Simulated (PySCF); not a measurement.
C2H8FNSi2.

```xyz
14

C     -2.5260    -0.8531     0.0795
C     -1.6139    -0.4587     0.9795
Si    -0.2618     0.7686     0.5700
N     -0.7483     1.6601    -0.8414
Si     1.7483    -0.3247     0.0356
F      1.4804    -1.3859    -1.1834
H     -2.5196    -0.4584    -0.9425
H     -3.3095    -1.5803     0.3210
H     -1.6530    -0.8855     1.9906
H      0.0150     1.5772     1.8074
H     -1.6180     2.1866    -0.8231
H     -0.0565     2.1319    -1.4152
H      2.8023     0.6273    -0.4309
H      2.2828    -1.0903     1.2004
```
Charge 0, spin multiplicity 1.

Geometry: B3LYP-D3(BJ)/def2-SVP. The structure was generated by enumeration; whether it is a known compound was not checked. One conformer was computed; it need not be the lowest.

The numbers are results of KT2/pcSseg-1 run with PySCF, not measurements. Non-relativistic, no solvent.

### Question
Give the absolute GIAO shielding of each atom: isotropic value and principal components (ppm). (Estimate from the structure and the level; the computed values follow.)

### Answer

| atom | σ(iso) | σ11 | σ22 | σ33 | span |
|---|---|---|---|---|---|
| C1 | 47.4 | -70.8 | 44.5 | 168.5 | 239.4 |
| C2 | 53.7 | -46.7 | 45.3 | 162.6 | 209.3 |
| Si3 | 398.0 | 363.2 | 377.4 | 453.3 | 90.1 |
| N4 | 260.0 | 217.1 | 259.7 | 303.4 | 86.3 |
| Si5 | 357.0 | 273.8 | 326.5 | 470.7 | 196.9 |
| F6 | 431.7 | 391.3 | 426.9 | 477.1 | 85.8 |
| H7 | 24.6 | 21.3 | 23.5 | 29.1 | 7.8 |
| H8 | 24.8 | 21.7 | 24.5 | 28.1 | 6.5 |
| H9 | 25.1 | 24.3 | 24.9 | 26.0 | 1.8 |
| H10 | 25.9 | 22.4 | 24.3 | 31.1 | 8.6 |
| H11 | 31.1 | 23.6 | 27.6 | 42.2 | 18.5 |
| H12 | 31.0 | 23.4 | 27.5 | 42.1 | 18.7 |
| H13 | 25.5 | 22.5 | 24.4 | 29.6 | 7.1 |
| H14 | 25.6 | 22.7 | 24.4 | 29.7 | 7.0 |
